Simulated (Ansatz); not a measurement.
Coupled-cluster diagnostics for AsMe3 (C₃H₉As), Ansatz.

Geometry of the singlet (B3LYP-D4/def2-SVP):

Cartesian coordinates in Å:
```
As 0.5914 -0.8246 -0.2652
C -0.3864 -0.8074 1.4613
H -1.0765 -1.6639 1.4990
H -0.9595 0.1241 1.5908
H 0.3319 -0.9072 2.2891
C -0.9384 -0.2812 -1.4060
H -1.4564 0.5987 -0.9933
H -1.6512 -1.1162 -1.4835
H -0.5742 -0.0443 -2.4172
C 1.4050 0.9768 -0.0913
H 1.8634 1.2648 -1.0495
H 2.1956 0.9484 0.6739
H 0.6552 1.7321 0.1919
```

Correlated methods freeze 12 core orbitals; core or outer-core shells of As are correlated, in sets that lack core-valence functions.

(1) Estimate the CCSD(T) correlation energy, the shares of MP2 and (T), T1 and the reference's ⟨S²⟩ for: charge 0, singlet, own geometry in def2-TZVP; and the rough time on 2 threads of Intel Xeon Platinum 8375C on a shared host.

Answers

(1) 
```
                          state      basis  correlation (eV)  MP2 share (%)  (T) share (%)     T1  ⟨S²⟩ (pure)  wall time
charge 0, singlet, own geometry  def2-TZVP           -23.731           90.9            3.7  0.010  0.00 (0.00)       88 s
```
Customary marks for T1 are 0.02 (closed shells), 0.045 (open shells) and about 0.05 (3d metals). T1 stays under 0.02 throughout.
